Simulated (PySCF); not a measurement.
# CBr: energy against distance

Set-up: C def2-TZVPP, Br def2-TZVPP; no relativity (PySCF 2.14). Energies in eV from C + Br in their ground configurations at the same level. All curves are PBE0. state 1: ²Π (doublet), unpaired electrons π ↑; state 2: ⁴Σ⁻ (quartet), unpaired electrons σ ↑, π ↑↑, a second solution, started from another occupation.

```
R (Å)  state 1  state 2
1.566   -2.698   -0.746
1.639   -3.283   -1.333
1.712   -3.598   -1.640
1.766   -3.707   -1.739
1.821   -3.734   -1.757
1.876   -3.700   -1.714
1.948   -3.582   -1.591
2.039   -3.357   -1.376
2.149   -3.017   -1.085
2.295   -2.510   -0.724
```

Task: Put a parabola through the three lowest points of the state 1 curve and estimate Re, k and ωe (reduced mass 10.42 u; 1 eV/Å² = 0.16022 mdyn/Å; ωe = 1302.8·√(k/μ) cm⁻¹).

Result: Through R = 1.766, 1.821, 1.876 Å the second-order coefficient is 10.1 eV/Å², so Re ≈ 1.818 Å, k ≈ 3.23 mdyn/Å and ωe ≈ 725 cm⁻¹. A polynomial fit of higher order to the unrounded PBE0 energies gives Re = 1.815 Å, k = 3.40 mdyn/Å, ωe = 745 cm⁻¹; anharmonicity and rounding make the difference.

The higher-order fit for each curve: state 1: Re = 1.815 Å, ωe = 745 cm⁻¹, De = 3.73 eV; state 2: Re = 1.807 Å, ωe = 754 cm⁻¹, minimum 1.76 eV below the ground-state fragments.

Spin–orbit coupling is left out. The state was picked by a PBE0 search and need not be the measured ground state.
